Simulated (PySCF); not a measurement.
Molecule: SMILES [BH3-]C#[N+]C, C$_{2}$H$_{6}$BN.

Structure with atom numbers: `[BH3-:1][C:2]#[N+:3][CH3:4]` (H(Xn): hydrogen on atom n).

Geometry PBE0-D3(BJ)/def2-SVP throughout; GIAO in PySCF 2.14.0 with density-fitted response routines, gas phase, one conformer, non-relativistic; equivalent atoms averaged; functional PBE0.

For orientation, cc-pVTZ gives these absolute shieldings σ: B1 158.6, C2 32.6, C4 161.6, N3 111.7, H(C4) 28.08, H(B1) 30.19 ppm.

A run gave: B1 160.2, C2 43.6, C4 169.9, N3 125.3, H(C4) 28.03, H(B1) 30.23 ppm (absolute shieldings σ).

Question: Which basis set was used in that run?
A. 6-31G
B. 6-311+G(2d,p)
C. IGLO-III
D. aug-cc-pVDZ
E. def2-TZVP

Answer: D. C2 tells them apart best: aug-cc-pVDZ gives 43.6, IGLO-III gives 24.9, 6-311+G(2d,p) gives 31.3, def2-TZVP gives 30.2, 6-31G gives 57.0 ppm.
